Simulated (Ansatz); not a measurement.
Two isomers of CH8OSSi2: A = `[SiH3]OC[SiH2]S`, B = `CS[SiH2]O[SiH3]`.

Gas-phase electronic energies from Ansatz, PBE0-D4/def2-TZVP geometries. CCSD(T)/CBS is the MP2 limit (def2-TZVPP, def2-QZVPP) plus CCSD(T) − MP2 in def2-TZVPP, frozen cores. DFT in def2-TZVPP. B3LYP here is the variant with VWN-RPA as its local correlation; programs differ in this. One conformer a species, not always the lowest.

A:

Z-matrix (Å, degrees):
```
Si
O 1 1.648
H 1 1.481 2 106.3
H 1 1.489 2 110.5 3 -120.1
H 1 1.489 2 110.4 3 120.1
C 2 1.422 1 121.1 3 -179.0
Si 6 1.887 2 107.6 1 178.6
H 6 1.100 2 110.9 1 -61.0
H 6 1.098 2 111.0 1 58.2
S 7 2.132 6 109.8 2 -58.1
H 7 1.485 6 108.7 2 64.4
H 7 1.485 6 110.4 2 -174.9
H 10 1.345 7 92.5 6 51.9
```

B:

```xyz
13

C    -0.1973   -0.8702   -2.0018
S    -1.2172   -1.3536   -0.5764
Si   -1.3853    0.5194    0.3972
O     0.0406    1.0444    1.0047
Si    1.4203    0.4257    1.6426
H    -0.1343   -1.7405   -2.6539
H    -0.6598   -0.0499   -2.5502
H     0.8076   -0.5903   -1.6880
H    -2.3680    0.3051    1.4863
H    -1.8370    1.5565   -0.5613
H     2.1777   -0.3165    0.6008
H     1.1157   -0.4929    2.7695
H     2.2371    1.5628    2.1304
```

(1) Which isomer does CCSD(T)/CBS put lower? Give the gap. (An estimate is asked.)

(2) Give E(B) − E(A) in kcal/mol with B3LYP-D4, CCSD(T)/def2-TZVPP, CCSD/def2-TZVPP, B2PLYP, MP2/def2-TZVPP, B3LYP, PBE0-D4. (Estimate.)

Largest T1 diagnostic: 0.012.

Results:

(1) Ansatz gave: B, by 41.3 kcal/mol.

(2) Computed: B3LYP-D4 -40.2, CCSD(T)/def2-TZVPP -40.1, CCSD/def2-TZVPP -40.3, B2PLYP -40.6, MP2/def2-TZVPP -42.1, B3LYP -39.4, PBE0-D4 -39.1. None reverses the order clearly.

From PBE to PBE0 (25 % exact exchange), in def2-TZVPP and without D4, E(B) − E(A) moves by −1.5 kcal/mol. The D4 term adds −0.8 kcal/mol with B3LYP and −0.4 kcal/mol with PBE0; it sums over pairs of atoms, weighted by their polarisabilities, and B3LYP, whose exchange is more repulsive, gets the larger term.
